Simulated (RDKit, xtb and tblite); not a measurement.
Internal rotation in C₈H₁₀O₂, SMILES CC(=O)CCc1ccco1, singlet. Scanned: dihedral O3–C2–C4–C5 and dihedral C2–C4–C5–C6; all other coordinates were relaxed at GFN2-xTB. Points at φ and −φ are mirror images. Heavy atoms are numbered in the order of the SMILES CC(=O)CCc1ccco1, hydrogens after them in the order of the atoms that carry them; the mirror image has the same energies with the sign of each dihedral reversed.

Levels of theory: GFN2-xTB (xtb and tblite); MMFF94 // GFN2-xTB (RDKit); UFF // GFN2-xTB (RDKit).

Energies in kcal/mol at chosen points (x: dihedral O3–C2–C4–C5 (°); y: dihedral C2–C4–C5–C6 (°)), relative to x = -60, y = 180:

```csv
method,"(-60, 0)","(-150, 0)","(120, 150)","(60, -90)","(-60, -150)","(150, 120)","(90, 0)"
GFN2-xTB,2.8,5.3,1.2,1.7,1.3,2.3,2.2
MMFF94,10.2,12.8,2.4,2.3,1.1,4.7,7.4
UFF,9.3,13.9,3.6,2.6,2.5,8.3,9.5
```
